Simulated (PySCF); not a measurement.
**Basis set benchmark on one molecule**

Molecule: `InChI=1S/C3H8O3S/c1-3(2)7(4,5)6/h3H,1-2H3,(H,4,5,6)`.

Geometry:
| atom | x (Å) | y (Å) | z (Å) |
| --- | --- | --- | --- |
| C1 | 0.568 | 1.420 | -0.363 |
| C2 | 0.345 | 0.033 | 0.211 |
| C3 | 1.304 | -1.019 | -0.327 |
| S4 | -1.328 | -0.524 | -0.155 |
| O5 | -1.588 | -1.773 | 0.546 |
| O6 | -1.565 | -0.386 | -1.576 |
| O7 | -2.215 | 0.617 | 0.604 |
| H8 | 1.584 | 1.760 | -0.113 |
| H9 | 0.464 | 1.401 | -1.458 |
| H10 | -0.152 | 2.144 | 0.043 |
| H11 | 0.369 | 0.048 | 1.313 |
| H12 | 1.227 | -1.085 | -1.422 |
| H13 | 1.092 | -2.008 | 0.101 |
| H14 | 2.336 | -0.738 | -0.068 |
| H15 | -2.687 | 0.159 | 1.317 |

Geometry PBE0-D3(BJ)/def2-SVP throughout; GIAO in PySCF 2.14, gas phase, one conformer, non-relativistic; equivalent atoms averaged; functional PBE0.

Reference values (measured; solution, not stated per compound (mostly CDCl3 or CCl4); Pretsch, Buehlmann, Badertscher, Structure Determination of Organic Compounds, 4th ed. (2009)): δ(C2) = 52.9 ppm, δ(C1/C3) = 16.8 ppm. Computed shifts are taken against TMS, calculated as an isolated molecule at each level.

Task: How do the basis sets STO-3G, pcSseg-0, 6-31G, 6-31G*, cc-pVDZ, def2-SVP, pcSseg-1, aug-cc-pVDZ, 6-311+G(2d,p), def2-TZVP, cc-pVTZ perform against the reference? Times are CPU seconds on 1 thread of an Arm Neoverse V1, shared host.

Result: 
| basis set | functions | C2 | C1/C3 | mean abs. error C | core-s |
| --- | --- | --- | --- | --- | --- |
| STO-3G | 47 | 39.6 | 20.6 | 8.5 | 4.7 |
| pcSseg-0 | 83 | 67.5 | 18.6 | 8.2 | 8.8 |
| 6-31G | 83 | 63.3 | 16.9 | 5.2 | 9.6 |
| 6-31G* | 118 | 55.3 | 16.2 | 1.5 | 14 |
| cc-pVDZ | 142 | 61.1 | 17.2 | 4.3 | 29 |
| def2-SVP | 142 | 58.7 | 15.9 | 3.4 | 24 |
| pcSseg-1 | 166 | 61.4 | 17.1 | 4.4 | 20 |
| aug-cc-pVDZ | 237 | 62.1 | 16.1 | 5.0 | 47 |
| 6-311+G(2d,p) | 245 | 61.7 | 16.7 | 4.5 | 37 |
| def2-TZVP | 271 | 61.4 | 17.1 | 4.4 | 110 |
| cc-pVTZ | 326 | 60.3 | 16.9 | 3.7 | 120 |

For ¹³C the closest is 6-31G* (1.5 ppm) and the furthest STO-3G (8.5 ppm). Where a smaller basis beats a larger one, errors probably cancel. One molecule is a small sample, and vibrational and solvent effects are absent from the calculation.

A small basis that lands close on one nucleus may do so by chance; judge by the trend and by all nuclei.
